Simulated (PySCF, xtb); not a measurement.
Al(F)(Cl)(Et) (C2H5AlClF), SMILES C[CH2][Al]([F])[Cl]. The values are those of a single conformer.

Harmonic wavenumbers (cm⁻¹) from GFN2-xTB (xtb 6.7.1) at its own minimum, in rising order: 35, 84, 150, 152, 233, 239, 470, 600, 643, 773, 912, 978, 1045, 1206, 1211, 1409, 1457, 1490, 1496, 2901, 2926, 3000, 3017, 3026.

Q: What does PBE-D3(BJ)/def2-SVP run with PySCF 2.14.0 give at its own minimum? (Estimate from the structure and the level; the computed values follow.)

A: 18, 91, 152, 182, 250, 274, 478, 585, 633, 855, 903, 935, 1021, 1174, 1196, 1349, 1372, 1423, 1431, 2960, 2967, 3003, 3046, 3059. Paired by order, the mean absolute difference is 33 cm⁻¹ and the zero-point energies are 42.1 and 42.0 kcal/mol.
